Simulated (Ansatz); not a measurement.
Ansatz (an electronic-structure program) input (B3LYP/6-31G* with LANL2DZ past Ar): The .json file joins the Basis Set Exchange's 6-31G* for atoms up to Ar and LANL2DZ past it.

Ansatz 0.2 input:
```yaml
crystal:
  periodic: [false, false, false]
  atoms:
    - {symbol: Y, position_ang: [1.00887436, -0.39889584, 0.09584572]}
    - {symbol: O, position_ang: [1.90796683, -0.18283865, -1.47558725]}
    - {symbol: Br, position_ang: [-1.56028100, 0.48627562, 0.23047757]}
basis:
  gaussian:
    orbitals: 6-31Gs+LANL2DZ.json
hamiltonian:
  xc: {name: B3LYP}
phonons: {temperatures: {t_min: 298.15, t_max: 298.15, t_step: 100}}
```

Output:

```
Functional definition: B3LYP
integrals: 0.01 GiB planned
589 factors; integrals over basis functions are off by at most 2.2e-4 eV
mean field: 0.12 GiB planned
mean field evaluation 1: about -3427.0788 eV, gradient 7.9e1 eV
mean field evaluation 2: about -3209.0215 eV, gradient 1.9e2 eV
mean field evaluation 4: about -3439.4618 eV, gradient 1.9e1 eV
mean field evaluation 8: about -3440.4850 eV, gradient 1.1e-1 eV
mean field evaluation 16: about -3440.4825 eV, gradient 9.3e-6 eV
mean field -3440.48247657 eV, -126.4353989713 hartree, gradient 9.3e-6 eV, S^2 0.000000; 0 other end points of the search recorded, 0 dependent functions left out
the calculation of the forces begins
reference -3440.48272910 eV, -126.4354082513 hartree; 13, 13 occupied and 32, 32 virtual orbitals, 589 factors
these checks for a lower state are left out or cut short: stability, starts, cluster_reference, orbital_swaps, neighbouring_geometries, increment
integrals: 0.01 GiB planned
589 factors; integrals over basis functions are off by at most 2.2e-4 eV
mean field: 0.12 GiB planned
mean field -3440.48243125 eV, -126.4353973057 hartree, gradient 1.9e-6 eV, S^2 0.000000; 0 other end points of the search recorded, 0 dependent functions left out
the calculation of the forces begins
reference -3440.48268374 eV, -126.4354065846 hartree; 13, 13 occupied and 32, 32 virtual orbitals, 589 factors
these checks for a lower state are left out or cut short: stability, starts, cluster_reference, orbital_swaps, neighbouring_geometries, increment
integrals: 0.01 GiB planned
589 factors; integrals over basis functions are off by at most 2.2e-4 eV
mean field: 0.12 GiB planned
mean field -3440.48242946 eV, -126.4353972400 hartree, gradient 1.5e-6 eV, S^2 0.000000; 0 other end points of the search recorded, 0 dependent functions left out
the calculation of the forces begins
reference -3440.48268201 eV, -126.4354065211 hartree; 13, 13 occupied and 32, 32 virtual orbitals, 589 factors
these checks for a lower state are left out or cut short: stability, starts, cluster_reference, orbital_swaps, neighbouring_geometries, increment
integrals: 0.01 GiB planned
589 factors; integrals over basis functions are off by at most 2.3e-4 eV
mean field: 0.12 GiB planned
mean field evaluation 32: about -3440.4849 eV, gradient 1.2e-1 eV
mean field -3440.48242505 eV, -126.4353970779 hartree, gradient 1.2e-6 eV, S^2 0.000000; 0 other end points of the search recorded, 0 dependent functions left out
the calculation of the forces begins
reference -3440.48267755 eV, -126.4354063571 hartree; 13, 13 occupied and 32, 32 virtual orbitals, 589 factors
these checks for a lower state are left out or cut short: stability, starts, cluster_reference, orbital_swaps, neighbouring_geometries, increment
integrals: 0.01 GiB planned
589 factors; integrals over basis functions are off by at most 2.2e-4 eV
mean field: 0.12 GiB planned
mean field -3440.48242398 eV, -126.4353970386 hartree, gradient 1.4e-6 eV, S^2 0.000000; 0 other end points of the search recorded, 0 dependent functions left out
the calculation of the forces begins
reference -3440.48267652 eV, -126.4354063194 hartree; 13, 13 occupied and 32, 32 virtual orbitals, 589 factors
these checks for a lower state are left out or cut short: stability, starts, cluster_reference, orbital_swaps, neighbouring_geometries, increment
integrals: 0.01 GiB planned
589 factors; integrals over basis functions are off by at most 2.2e-4 eV
mean field: 0.12 GiB planned
mean field -3440.48245350 eV, -126.4353981235 hartree, gradient 2.3e-6 eV, S^2 0.000000; 0 other end points of the search recorded, 0 dependent functions left out
the calculation of the forces begins
reference -3440.48270604 eV, -126.4354074042 hartree; 13, 13 occupied and 32, 32 virtual orbitals, 589 factors
these checks for a lower state are left out or cut short: stability, starts, cluster_reference, orbital_swaps, neighbouring_geometries, increment
integrals: 0.01 GiB planned
589 factors; integrals over basis functions are off by at most 2.2e-4 eV
mean field: 0.12 GiB planned
mean field -3440.48245420 eV, -126.4353981493 hartree, gradient 8.9e-7 eV, S^2 0.000000; 0 other end points of the search recorded, 0 dependent functions left out
the calculation of the forces begins
reference -3440.48270671 eV, -126.4354074285 hartree; 13, 13 occupied and 32, 32 virtual orbitals, 589 factors
these checks for a lower state are left out or cut short: stability, starts, cluster_reference, orbital_swaps, neighbouring_geometries, increment
integrals: 0.01 GiB planned
589 factors; integrals over basis functions are off by at most 2.2e-4 eV
mean field: 0.12 GiB planned
mean field evaluation 64: about -3440.4824 eV, gradient 2.9e-6 eV
mean field -3440.48242530 eV, -126.4353970872 hartree, gradient 2.5e-6 eV, S^2 0.000000; 0 other end points of the search recorded, 0 dependent functions left out
the calculation of the forces begins
reference -3440.48267785 eV, -126.4354063679 hartree; 13, 13 occupied and 32, 32 virtual orbitals, 589 factors
these checks for a lower state are left out or cut short: stability, starts, cluster_reference, orbital_swaps, neighbouring_geometries, increment
integrals: 0.01 GiB planned
589 factors; integrals over basis functions are off by at most 2.2e-4 eV
mean field: 0.12 GiB planned
mean field -3440.48242630 eV, -126.4353971238 hartree, gradient 1.2e-6 eV, S^2 0.000000; 0 other end points of the search recorded, 0 dependent functions left out
the calculation of the forces begins
reference -3440.48267880 eV, -126.4354064030 hartree; 13, 13 occupied and 32, 32 virtual orbitals, 589 factors
these checks for a lower state are left out or cut short: stability, starts, cluster_reference, orbital_swaps, neighbouring_geometries, increment
integrals: 0.01 GiB planned
589 factors; integrals over basis functions are off by at most 2.2e-4 eV
mean field: 0.12 GiB planned
mean field -3440.48245187 eV, -126.4353980633 hartree, gradient 1.7e-6 eV, S^2 0.000000; 0 other end points of the search recorded, 0 dependent functions left out
the calculation of the forces begins
reference -3440.48270440 eV, -126.4354073437 hartree; 13, 13 occupied and 32, 32 virtual orbitals, 589 factors
these checks for a lower state are left out or cut short: stability, starts, cluster_reference, orbital_swaps, neighbouring_geometries, increment
integrals: 0.01 GiB planned
589 factors; integrals over basis functions are off by at most 2.2e-4 eV
mean field: 0.12 GiB planned
mean field -3440.48245295 eV, -126.4353981032 hartree, gradient 1.9e-6 eV, S^2 0.000000; 0 other end points of the search recorded, 0 dependent functions left out
the calculation of the forces begins
reference -3440.48270546 eV, -126.4354073828 hartree; 13, 13 occupied and 32, 32 virtual orbitals, 589 factors
these checks for a lower state are left out or cut short: stability, starts, cluster_reference, orbital_swaps, neighbouring_geometries, increment
integrals: 0.01 GiB planned
589 factors; integrals over basis functions are off by at most 2.2e-4 eV
mean field: 0.12 GiB planned
mean field -3440.48247614 eV, -126.4353989554 hartree, gradient 5.4e-7 eV, S^2 0.000000; 0 other end points of the search recorded, 0 dependent functions left out
the calculation of the forces begins
reference -3440.48272866 eV, -126.4354082354 hartree; 13, 13 occupied and 32, 32 virtual orbitals, 589 factors
these checks for a lower state are left out or cut short: stability, starts, cluster_reference, orbital_swaps, neighbouring_geometries, increment
integrals: 0.01 GiB planned
589 factors; integrals over basis functions are off by at most 2.2e-4 eV
mean field: 0.12 GiB planned
mean field evaluation 96: about -3440.4825 eV, gradient 3.2e-2 eV
mean field -3440.48247621 eV, -126.4353989578 hartree, gradient 9.9e-7 eV, S^2 0.000000; 0 other end points of the search recorded, 0 dependent functions left out
the calculation of the forces begins
reference -3440.48272873 eV, -126.4354082379 hartree; 13, 13 occupied and 32, 32 virtual orbitals, 589 factors
Total energy: -3440.48272910 eV, -126.4354082513 hartree
Atom 0 at     1.008874    -0.398896     0.095846 Å, force     0.000334    -0.000013    -0.000312 eV/Å
Atom 1 at     1.907967    -0.182839    -1.475587 Å, force    -0.000156    -0.000045     0.000295 eV/Å
Atom 2 at    -1.560281     0.486276     0.230478 Å, force    -0.000178     0.000059     0.000017 eV/Å
Dipole moment:     0.845108    -0.703964     1.152352 e Å
Vibrations: 110.23 230.58 885.93 cm⁻¹, zero-point energy 0.076048 eV
```

The blocks after the first are displaced geometries, from whose forces the wavenumbers follow.
